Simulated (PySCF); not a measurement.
HSE06 on F⁻ (fluorine, charge -1), [Ne], closed-shell 1S. All numbers are calculated (PySCF 2.14, scalar relativity by spin-free X2C-1e, in aug-cc-pCVQZ-DK).

```
cycle= 1 E= -99.8946821693659  delta_E= -0.00497  |g|= 0.0789  |ddm|= 0.258
cycle= 2 E= -99.8869454950817  delta_E= 0.00774  |g|= 0.183  |ddm|= 0.214
cycle= 3 E= -99.8970522775246  delta_E= -0.0101  |g|= 0.0167  |ddm|= 0.135
cycle= 4 E= -99.8971519660875  delta_E= -9.97e-05  |g|= 5.78e-05  |ddm|= 0.0141
cycle= 5 E= -99.8971519672623  delta_E= -1.17e-09  |g|= 3.13e-06  |ddm|= 4.91e-05
cycle= 6 E= -99.8971519672664  delta_E= -4.09e-12  |g|= 4.4e-07  |ddm|= 3.52e-06
converged SCF energy = -99.8971519672664  <S^2> = -7.1054274e-15  2S+1 = 1
```

Highest occupied orbital energy: 0.268 eV; ⟨L²⟩ = 0.00; populations by l: s 4.00, p 6.00, d 0.00, f 0.00.

(1) Can this result be used?

Results:

(1) With care. Self-consistency was reached. At HSE06 the highest occupied level has a positive energy, so only the finite basis holds that electron; in a semilocal or global hybrid functional this comes from self-interaction and does not mean that the real anion is unbound.
